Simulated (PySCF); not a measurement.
A structure optimised at ωB97X-D3(BJ)/def2-SVP, used in a PySCF frequency run:

```xyz
13

Si    -0.4195     0.8661     0.0000
Cl    -1.9489    -0.5521     0.0000
N      1.1503     0.1745     0.0000
C      1.7312    -0.3584    -1.2187
C      1.7312    -0.3584     1.2187
H     -0.5921     1.6627     1.2396
H     -0.5921     1.6627    -1.2396
H      1.2794     0.1202    -2.1013
H      1.5839    -1.4522    -1.3121
H      2.8179    -0.1604    -1.2488
H      1.5839    -1.4522     1.3121
H      1.2794     0.1202     2.1013
H      2.8179    -0.1604     1.2488
```
Charge 0, spin multiplicity 1.

Task: Write its SMILES, formula and point group.

Result: CN(C)[SiH2]Cl, C2H8ClNSi, Cs

Task: What are its rotational constants (standard atomic weights)?

Result: 5.0932, 1.6905, 1.6392 GHz
